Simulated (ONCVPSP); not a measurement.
## Logarithmic derivatives: technetium, ONCV

| Item | Value |
| --- | --- |
| Element | technetium (Tc) |
| Generator | ONCVPSP 4.0.1 |
| Type | optimised norm-conserving Vanderbilt (ONCV) |
| Functional | Wu-Cohen |
| Relativity | scalar-relativistic |
| Frozen core | [Ar] 3d10 |
| Valence charge | 15 |
| Reference configuration | 4s2 4p6 4d5 (charge +2) |
| Partial waves | 4s: rc 1.85 bohr, ncon 4, nbas 8, qcut 5.2 1/bohr, 1 projector; 4p: rc 1.80 bohr, ncon 4, nbas 7, qcut 7.7 1/bohr, 2 projectors, debl 3.9 Ha; 4d: rc 2.05 bohr, ncon 4, nbas 9, qcut 8.5 1/bohr, 2 projectors, debl 1.8 Ha |
| Local potential | polynomial inside 1.70 bohr (lpopt 5, dvloc0 6 Ha) |
| Core correction | none |

The phase is arctan(r·R′/R) of the radial function R(r), unwrapped; energies in Ha, scanned from -5 to 5 Ha. A pole is an energy at which the radial function vanishes at the test radius. The pseudo phase is shifted by a multiple of π to meet the all-electron one at the reference energy, and phase errors are pseudo minus all-electron; the curves can meet again beyond the range given. Levels narrower than the energy grid can be missing from the lists of poles.

**Question.** For each channel, where are the poles, and over which energies does the pseudopotential scatter like the atom?

**Answer.**

```tsv
channel	radius (bohr)	reference energy (Ha)	poles, all-electron	poles, pseudo	unbroken range about the reference energy with phases within 0.05 rad	phase error 1 Ha above the reference energy (rad)
s	1.88	-3.29	-3.07, 3.90	-3.07, 3.59	below 4.9	+0.002
p	1.83	-2.26	-1.81	-1.81	the whole range	+0.000
d	2.08	-0.83	-0.29, 4.72	-0.29, 4.77	the whole range	+0.000
```

Phases in the d channel:

| E (Ha) | all-electron | pseudo |
| --- | --- | --- |
| -4.96 | 1.371 | 1.371 |
| -4.48 | 1.355 | 1.355 |
| -4.00 | 1.335 | 1.335 |
| -3.52 | 1.308 | 1.308 |
| -3.04 | 1.271 | 1.271 |
| -2.56 | 1.212 | 1.212 |
| -2.08 | 1.101 | 1.102 |
| -1.60 | 0.805 | 0.806 |
| -1.12 | -0.464 | -0.464 |
| -0.64 | -1.374 | -1.374 |
| -0.16 | -1.620 | -1.620 |
| 0.32 | -1.780 | -1.780 |
| 0.80 | -1.991 | -1.991 |
| 1.28 | -2.523 | -2.523 |
| 1.76 | -3.736 | -3.735 |
| 2.24 | -4.286 | -4.285 |
| 2.72 | -4.474 | -4.473 |
| 3.20 | -4.568 | -4.567 |
| 3.68 | -4.627 | -4.626 |
| 4.16 | -4.671 | -4.669 |
| 4.64 | -4.707 | -4.704 |
